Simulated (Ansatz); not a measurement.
```yaml
crystal:
  periodic: [false, false, false]
  atoms:
    - {symbol: Ag, position_ang: [-0.636186, 0.588219, -1.364835]}
    - {symbol: Ag, position_ang: [0.618002, 0.690529, 1.219385]}
    - {symbol: Se, position_ang: [-0.169199, -1.464287, 0.066042]}
basis:
  gaussian: {orbitals: def2-TZVPD}
total_charge: -1
magnetization: {spin_polarized: true, initial_magnetization: 1}
hamiltonian: {xc: {name: rPW86-PBE}, dispersion: d4, pseudopotentials: {relativity: none}}
scf: {omitted_lower_state_checks: [starts]}
relax: {f_tol: 0.0001, max_steps: 2}
```

```sh
$ ansatz run in.yaml --threads 4 --pin off --events-out ev --progress --plain --max-ram 3916MiB
```

It prints (some lines left out):

```
Functional definition: rPW86-PBE
1129 factors; their error is unknown
mean field evaluation 1: about -73382.3457 eV, gradient 2.5e1 eV
mean field evaluation 2: about -73336.5946 eV, gradient 8.1e1 eV
mean field evaluation 4: about -73384.8272 eV, gradient 7.4e0 eV
mean field evaluation 8: about -73385.2467 eV, gradient 3.3e-1 eV
mean field evaluation 16: about -73385.2362 eV, gradient 2.1e-4 eV
mean field -73385.23617635 eV, -2696.8576871812 hartree, gradient 6.8e-5 eV, S^2 0.753244; 0 other end points of the search recorded, 0 dependent functions left out
reference -73385.23626548 eV, -2696.8576904569 hartree; 37, 36 occupied and 100, 101 virtual orbitals, 1129 factors
relax step   1: F+E_penalty+E_count = -73385.39201152 eV  Δ(F+E_penalty+E_count) = +0.000e0 eV  max|allowed force component| = 7.836e-2 eV/Å  Δτ_max = 0.0000 Å  (34 SCF iters, accepted)
1129 factors; their error is unknown
mean field -73385.23750334 eV, -2696.8577359472 hartree, gradient 1.5e-5 eV, S^2 0.753207; 0 other end points of the search recorded, 0 dependent functions left out
reference -73385.23759236 eV, -2696.8577392185 hartree; 37, 36 occupied and 100, 101 virtual orbitals, 1129 factors
relax step   2: F+E_penalty+E_count = -73385.39352415 eV  Δ(F+E_penalty+E_count) = -1.513e-3 eV  max|allowed force component| = 2.463e-2 eV/Å  Δτ_max = 0.0179 Å  (38 SCF iters, accepted)
Error: geometry relaxation did not converge after 2 steps: max|allowed force component| = 2.46e-2 eV/Å (threshold 1.0e-4). Raise `relax.max_steps` over both its present limit and 2, loosen `relax.f_tol`, or start from a geometry closer to equilibrium. Where this run's directory can be resumed (`checkpoint.write`), a resume goes on for up to `relax.max_steps` more
```

In this input the relaxation is allowed too few steps for its threshold. The SCF steps converged, but the relaxation ran out of steps.
